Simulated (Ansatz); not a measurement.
```yaml
crystal:
  periodic: [false, false, false]
  atoms:
    - {symbol: Br, position_ang: [-2.112981, 0.124431, -0.155439]}
    - {symbol: Sb, position_ang: [0.290393, -0.025519, -0.843268]}
    - {symbol: Br, position_ang: [1.162361, -1.545615, 0.945806]}
    - {symbol: H, position_ang: [0.715827, 1.386404, 0.032600]}
basis:
  gaussian: {orbitals: def2-mTZVP}
hamiltonian: {xc: {name: HF}}
correlation: {method: bccd_t, electrons: all, diis_vectors: 2}
```

```sh
$ ansatz run in.yaml --threads 2 --pin off --events-out ev --progress --plain --max-ram 4352MiB
```

Output, abridged:

```
Functional definition: HF
1087 factors; integrals over basis functions are off by at most 2.8e-4 eV
mean field evaluation 1: about -146524.9344 eV, gradient 1.7e1 eV
mean field evaluation 2: about -146525.0245 eV, gradient 1.7e1 eV
mean field evaluation 4: about -146526.1475 eV, gradient 1.6e0 eV
mean field evaluation 8: about -146526.1686 eV, gradient 1.6e-1 eV
mean field -146526.16897957 eV, -5384.7373909947 hartree, gradient 1.9e-6 eV, S^2 0.000000; 0 other end points of the search recorded, 0 dependent functions left out
reference -146526.16897957 eV, -5384.7373909947 hartree; 47, 47 occupied and 64, 64 virtual orbitals, 1087 factors
second order -20.54691236 eV of doubles, -0.00000000 eV of singles
cycle   1  -19.86586853 eV  change    6.8e-1 eV  update   9.2e-2
cycle   2  -20.40915492 eV  change   -5.4e-1 eV  update   3.0e-2
cycle   3  -20.45933226 eV  change   -5.0e-2 eV  update   1.6e-2
cycle   4  -20.42340095 eV  change    3.6e-2 eV  update   4.6e-3
cycle   5  -20.43402775 eV  change   -1.1e-2 eV  update   2.0e-3
cycle   6  -20.42836260 eV  change    5.7e-3 eV  update   9.1e-4
cycle   7  -20.42840498 eV  change   -4.2e-5 eV  update   3.7e-4
cycle   8  -20.42737710 eV  change    1.0e-3 eV  update   1.9e-4
cycle   9  -20.42757313 eV  change   -2.0e-4 eV  update   8.5e-5
cycle  10  -20.42751420 eV  change    5.9e-5 eV  update   4.0e-5
perturbative correction -0.67122849 eV, -0.0246671921 hartree
Total energy: -146547.26772226 eV, -5385.5127554873 hartree
```

Run time 45 s (2 threads of an Arm Neoverse V1 on a shared host); peak host memory 0.96 GiB.
